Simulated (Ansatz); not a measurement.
Reaction (redistribution): `[Cl][InH][SeH]` + `CB([SeH])[SeH]` → `[SeH]B([SeH])[SeH]` + `[CH3][InH][Cl]`

Gas-phase electronic energies from Ansatz, PBE0-D4/def2-TZVP geometries. CCSD(T)/CBS is the MP2 limit (def2-TZVPP, def2-QZVPP) plus CCSD(T) − MP2 in def2-TZVPP, frozen cores. Functionals use def2-TZVPP. B3LYP here is the variant with VWN-RPA as its local correlation; programs differ in this. def2 core potentials past Kr. For In, Se outer-core shells are correlated without core-valence functions, which leaves a few kJ/mol of doubt a bond. Scalar relativity is left out up to krypton. One conformer a species, not always the lowest.

Q: Is it downhill or uphill in electronic energy at CCSD(T)/CBS, and by how much? (An estimate is asked.)

A: Computed: Uphill: ΔE = +74.3 kJ/mol.

Q: What do these levels give: PBE-D4, ωB97X-V, ωB97M-V, B2PLYP, r2SCAN, B3LYP, HF/def2-TZVPP, CCSD/def2-TZVPP, CCSD(T)/def2-TZVPP, MP2/def2-QZVPP, MP2/CBS(def2), CCSD/CBS(def2)? (An estimate is asked.)

A: Ansatz gave: PBE-D4 72.7, ωB97X-V 77.9, ωB97M-V 78.5, B2PLYP 77.0, r2SCAN 78.7, B3LYP 82.1, HF/def2-TZVPP 98.8, CCSD/def2-TZVPP 74.6, CCSD(T)/def2-TZVPP 70.9, MP2/def2-QZVPP 67.2, MP2/CBS(def2) 68.7, CCSD/CBS(def2) 78.0 kJ/mol.

Largest T1 diagnostic among the species: 0.012.

In def2-TZVPP, CCSD(T) changes the Hartree–Fock value by −28.0 kJ/mol (the triples alone add −3.7 kJ/mol) and MP2 by −33.6 kJ/mol. The D4 term adds −3.3 kJ/mol with B3LYP and −1.5 kJ/mol with PBE0; it sums over pairs of atoms, weighted by their polarisabilities, and B3LYP, whose exchange is more repulsive, gets the larger term. From PBE to PBE0 (25 % exact exchange), in def2-TZVPP and without D4, ΔE moves by +4.6 kJ/mol.
